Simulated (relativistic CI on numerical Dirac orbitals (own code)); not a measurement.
## Cr+ in a cubic cluster: 3p photoemission with charge transfer

Computed with a charge-transfer multiplet model of a cubic metal-ligand cluster with up to one ligand hole, Slater and spin-orbit integrals from Dirac-Coulomb-Breit ions, Slater integrals scaled by 0.7. The ground state mixes d5 with configurations of k ligand holes L, whose averages lie at kΔ + k(k − 1)U_dd/2; a core hole lowers each added d electron by U_cd. 20 K, Lorentzian 0.9 eV and Gaussian 0.8 eV FWHM.

Atomic integrals in eV (Slater integrals scaled, ζ unscaled), ground: F2dd 5.807, F4dd 3.572, zeta_d 0.022; with the core hole: F2dd 6.821, F4dd 4.241, zeta_d 0.028, zeta_core 0.660, F2cd 7.635, G1cd 9.513, G3cd 5.735.

Cluster parameters (eV): Δ = 8, U_dd = 5.4, U_cd = 6.7, 10Dq(ligand) = 0.6, V(eg) = 1.65, V(t2g) = -0.76, final-state hopping factor = 0.8.

| Case | n_d | d5 | d6L | S |
| --- | --- | --- | --- | --- |
| 10Dq = -0.25 eV | 5.07 | 0.93 | 0.07 | 2.50 |
| 10Dq = 0.05 eV | 5.07 | 0.93 | 0.07 | 2.50 |
| 10Dq = 0.65 eV | 5.06 | 0.94 | 0.06 | 2.50 |

Weights, n_d and S are thermal averages at 20 K. Binding energies count from the first peak over 30 % of the highest in each spectrum, which can be another peak from case to case. The parameters are a model scan and need not match a compound or its usual spin state. A negative ionic 10Dq is a model choice; hopping adds the covalent part of the field. Peaks in eV (height, largest 100):
- 10Dq = -0.25 eV: 0.0 (100), 2.0 (32), 14.3 (40)
- 10Dq = 0.05 eV: 0.0 (100), 2.0 (32), 14.3 (40)
- 10Dq = 0.65 eV: 0.0 (100), 14.3 (41)

For the case 10Dq = 0.65 eV, Δ = 8 eV is larger than U_dd = 5.4 eV, the Mott-Hubbard side of the Zaanen-Sawatzky-Allen scheme. With the core hole the average of the configuration with one ligand hole lies at Δ − U_cd = 1.3 eV before mixing: the effective hopping of about 2.1 eV (from the holes of the mixed ground state) is comparable with this gap or larger, so the configurations mix strongly.
